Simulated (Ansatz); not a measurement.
Species: N$_{2}$, net charge 0, quintet state. The spin state was set by rule; other spins were not relaxed. SMILES: N#N
Geometry from a B3LYP-D3(BJ)/def2-TZVP (Ansatz, a first-principles code) optimisation:
```
N
N 1 1.5960
```
Charge 0, spin multiplicity 5.

Property: vertical electron affinity (to the quartet state of charge -1; a negative value means that the extra electron is unbound and the number depends on the basis; each state is the SCF solution reached for its spin; the UHF <S^2> is 3.89 for the quartet (pure: 3.75)), in eV. Correlated levels leave the core frozen unless marked. UHF or UKS for open shells. No spin-orbit coupling. Non-relativistic. Anions need diffuse functions: aug- sets have them; def2-D sets add few. CBS(X,Y): correlation extrapolated as X^-3; Hartree-Fock from the larger set.

```csv
level,program,vertical electron affinity (eV)
SVWN5/def2-TZVPD,Ansatz,(withheld)
PBE/def2-TZVPD,Ansatz,2.51
r2SCAN/def2-TZVPD,Ansatz,2.25
PBE0/def2-TZVPD,Ansatz,2.11
BHLYP/def2-TZVPD,Ansatz,(withheld)
wB97X-V/def2-TZVPD,Ansatz,2.23
wB97X/def2-TZVPD,Ansatz,2.23
CCSD/aug-cc-pVDZ,Ansatz,(withheld)
CCSD/def2-TZVPPD,Ansatz,(withheld)
CCSD/aug-cc-pVQZ,Ansatz,2.14
CCSD/def2-QZVPPD,Ansatz,2.02
"CCSD(T)/CBS(aug-cc-pVTZ,aug-cc-pVQZ)",Ansatz,2.41
```

Complete the blanks.


- SVWN5/def2-TZVPD, vertical electron affinity (eV): 2.90
- BHLYP/def2-TZVPD, vertical electron affinity (eV): 1.81
- CCSD/aug-cc-pVDZ, vertical electron affinity (eV): 1.93
- CCSD/def2-TZVPPD, vertical electron affinity (eV): 1.82
